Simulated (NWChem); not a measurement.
Species: C₂H₅ClOSi; SMILES C(C=O)[SiH2]Cl

```xyz
10

O      0.5849    -2.7054     0.4105
C      0.5756    -1.7539    -0.3235
C     -0.6578    -0.9907    -0.7022
Si    -0.8914     0.6025     0.2837
Cl     0.7211     1.8575    -0.0620
H      1.5266    -1.3562    -0.7629
H     -0.6252    -0.7042    -1.7668
H     -1.5459    -1.6167    -0.5117
H     -0.9583     0.3138     1.7408
H     -2.1297     1.2873    -0.1784
```
Atoms are numbered in this order, from 1.

Program: NWChem. Geometry: optimised at PBE0/def2-SVP. Level: PBE0/def2-SVP with SMD (1 M gas to 1 M solution), gas-phase geometry. Reactions with the solvent are ignored.

Question: What does the run give for solvent water? Quantities: solvation free energy (kcal/mol); cavity-dispersion-structure term (kcal/mol); dipole in solution (D).

Answer: 
| Property | Value |
|---|---|
| solvation free energy (kcal/mol) | -3.0 |
| cavity-dispersion-structure term (kcal/mol) | 4.0 |
| dipole in solution (D) | 3.25 |
